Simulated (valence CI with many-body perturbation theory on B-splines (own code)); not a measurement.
## S III: what the settings do

Computed by configuration interaction combined with many-body perturbation theory (CI+MBPT): four valence electrons over a frozen Dirac-Fock core [Ne], radial functions for each j: 6 s, 6 p, 5 d, 3 f, 1 g, with the one-electron correlation potential Σ1 (screened to all orders), the two-electron term Σ2, the three-electron term Σ3, Breit, model QED; selected single and double excitations, second order for the rest, scaled by the run's own slope (own B-spline code, finite nucleus).

Against 28 measured levels this calculation errs by 176 cm⁻¹ on average and by 453 at most. Among the levels kept, up to 330 cm⁻¹ of a level comes from second order outside the variational space, and about a tenth of that is noise between levels of different J, which matters for small intervals.

The reference run has the lowest level 3s²3p² ³P_0 and an ionisation energy of 34.8138 eV. Its largest variational space holds 10566 state functions.

Names give the largest LS component (configuration and term), which can be under half, so a name can repeat, a term be missing and a line seem to break the LS rules; names also repeat where a configuration has a term twice.

Changed runs:
A. box radius (bohr) 21.067 → 20.76
B. logarithmic knot step 0.27 → 0.2
C. correlating orbitals by l 3 3 3 2 1 → 2 3 4 4 0
D. cutoff of virtual states (hartree) 512 → 6 (bad on purpose)

Excitation energies of the reference run in cm⁻¹, and shifts in cm⁻¹:

| Level | Reference | A | B | C | D |
| --- | --- | --- | --- | --- | --- |
| 3s²3p² ³P_1 | 297 | 0 | 0 | +1.7 | -2.0 |
| 3s²3p² ³P_2 | 832 | 0 | +0.1 | +1.5 | -5.9 |
| 3s²3p² ¹D_2 | 11494 | 0 | 0 | +174 | -7.3 |
| 3s²3p² ¹S_0 | 27476 | 0 | +0.1 | +206 | -19 |
| 3s3p³ ⁵S°_2 | 58306 | +0.2 | +2.5 | -148 | +28 |
| 3s3p³ ³D°_1 | 83915 | +0.2 | +2.3 | +35 | -65 |
| 3s3p³ ³D°_2 | 83944 | +0.4 | +2.2 | +34 | -65 |
| 3s3p³ ³D°_3 | 83998 | +0.3 | +2.3 | +35 | -65 |
| 3s3p³ ³P°_2 | 98794 | +0.5 | +2.2 | +136 | -71 |
| 3s3p³ ³P°_1 | 98815 | +0.3 | +2.2 | +138 | -69 |
| 3s3p³ ³P°_0 | 98821 | +0.1 | +2.3 | +138 | -69 |
| 3s²3p3d ¹D°_2 | 104143 | 0 | +1.6 | -34 | -357 |
| Ionisation energy (eV) | 34.8138 | 0 | +3.9e-05 | -0.0162 | -0.0819 |
